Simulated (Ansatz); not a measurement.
Program: Ansatz. Geometries: PBE0-D4/def2-TZVP. ΔE: electronic, gas phase. CBS: MP2 limit from def2 TZ/QZ plus the TZ coupled-cluster correction, frozen cores. DFT in def2-TZVPP. B3LYP here is the variant with VWN-RPA as its local correlation; programs differ in this. For Ge, Se outer-core shells are correlated without core-valence functions, which leaves a few kJ/mol of doubt a bond. Scalar relativity is left out up to krypton. Each species was taken in one conformer, which may not be the lowest.

`[SiH3]C[SeH]` + `[OH][GeH2][OH]` → `[OH][GeH2][O][SiH3]` + `C[SeH]`  (ligand exchange at the Si–C bond)

| level | ΔE (kcal/mol) |
| --- | --- |
| PBE0-D4 | -23.5 |
| B3LYP-D4 | -26.2 |

(1) What does CCSD(T)/CBS give? (Best estimate.)

Largest T1 diagnostic among the species: 0.012.

## Answers

(1) Ansatz gave: -25.2 kcal/mol. The listed levels differ from it by 1.7, -1.0 kcal/mol.

In def2-TZVPP, CCSD(T) changes the Hartree–Fock value by +5.9 kcal/mol (the triples alone add +0.8 kcal/mol) and MP2 by +5.9 kcal/mol. From PBE to PBE0 (25 % exact exchange), in def2-TZVPP and without D4, ΔE moves by −1.4 kcal/mol.
